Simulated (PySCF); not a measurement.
Compound: C₈H₆F₃O₂ (charge -1).
SMILES with atom numbers: `[O:1]=[C:2]([O-:3])[C:4]#[C:5][C@@H:6]1[C@@H:7]([F:8])[CH2:9][C@H:10]1[CH:11]([F:12])[F:13]` (hydrogens: H14 on C6; H15 on C7; H16, H17 on C9; H18 on C10; H19 on C11)

A GFN2-xTB structure with every atom displaced at random (by about 0.01 Å) was refined with PySCF, PBE0-D3(BJ)/def2-SVP geometry optimisation, gas phase. Values at the start:

```json
{"coordinate": "O1=C2", "start": "1.243 Å"}
{"coordinate": "C2–O3", "start": "1.214 Å"}
{"coordinate": "C2–C4", "start": "1.501 Å"}
{"coordinate": "C4≡C5", "start": "1.238 Å"}
{"coordinate": "C5–C6", "start": "1.456 Å"}
{"coordinate": "C6–C7", "start": "1.542 Å"}
{"coordinate": "C6–C10", "start": "1.540 Å"}
{"coordinate": "C7–F8", "start": "1.378 Å"}
{"coordinate": "C7–C9", "start": "1.520 Å"}
{"coordinate": "C7–H15", "start": "1.091 Å"}
{"coordinate": "C9–C10", "start": "1.529 Å"}
{"coordinate": "C9–H16", "start": "1.090 Å"}
{"coordinate": "C9–H17", "start": "1.102 Å"}
{"coordinate": "C10–C11", "start": "1.517 Å"}
{"coordinate": "C10–H18", "start": "1.093 Å"}
{"coordinate": "C11–H19", "start": "1.095 Å"}
{"coordinate": "C2–C4–C5", "start": "166.0°"}
{"coordinate": "O3–C2–C4", "start": "116.4°"}
{"coordinate": "C4–C5–C6", "start": "179.2°"}
{"coordinate": "C5–C6–C7", "start": "110.4°"}
{"coordinate": "C7–C6–C10", "start": "89.0°"}
{"coordinate": "C9–C10–C11", "start": "111.6°"}
{"coordinate": "C10–C11–F13", "start": "112.6°"}
{"coordinate": "F12–C11–F13", "start": "103.8°"}
{"coordinate": "C5–C6–C7–F8", "start": "147°"}
{"coordinate": "C5–C6–C10–C9", "start": "98°"}
{"coordinate": "C6–C7–C9–C10", "start": "-14°"}
{"coordinate": "C7–C9–C10–C11", "start": "-100°"}
```

Question: How do these coordinates change at the PBE0-D3(BJ)/def2-SVP level?

Answer: 
```tsv
coordinate	PBE0-D3(BJ)/def2-SVP (Å or °)	change
C2–C4	1.524	+0.023
C2–O3	1.237	+0.023
C6–C10	1.562	+0.022
C4≡C5	1.221	-0.017
C10–C11	1.501	-0.016
C9–C10	1.542	+0.013
C9–H16	1.101	+0.011
C7–F8	1.387	+0.009
C7–H15	1.100	+0.009
C7–C9	1.529	+0.009
C11–H19	1.103	+0.008
C6–C7	1.548	+0.006
C10–H18	1.099	+0.006
C5–C6	1.450	-0.006
C9–H17	1.098	-0.004
O1=C2	1.240	-0.003
C2–C4–C5	178.7	+12.7
C4–C5–C6	173.2	-6.0
F12–C11–F13	107.1	+3.3
C10–C11–F13	110.6	-2.0
C5–C6–C7	112.3	+1.9
O3–C2–C4	114.8	-1.6
C9–C10–C11	113.1	+1.5
C7–C6–C10	87.7	-1.3
C5–C6–C7–F8	153	+6
C6–C7–C9–C10	-19	-5
C7–C9–C10–C11	-96	+4
C5–C6–C10–C9	95	-3
```

The energy falls by 4.1 kcal/mol over 12 energy and gradient evaluations, the largest force component goes from 0.0476 to 4.0e-04 Eh/bohr, and the atoms move by 0.110 Å rms after alignment. Among the bonds, C2–O3, C2–C4 and C6–C10 change most and about equally (+0.022 to +0.023 Å). Bonds longer at the end by more than 0.005 Å: 11 of 19; shorter: 3. Rotational constants go from 1351, 345.9, 313.2 to 1373, 344.0, 313.6 MHz.

The run used 212 basis functions and 89 SCF cycles in all.

No PBE0-D3(BJ)/def2-SVP frequencies stand behind this structure, so it isn't proved a minimum. The geometry's basis has no diffuse functions, a weakness for an anion.

Shape of the structure used: `[O:1]=[C:2]([O-:3])[C:4]#[C:5][C@@H:6]1[C@@H:7]([F:8])[CH2:9][C@H:10]1[CH:11]([F:12])[F:13]`: C9–C10–C11–F12 -71°.

One conformer stands for the species.
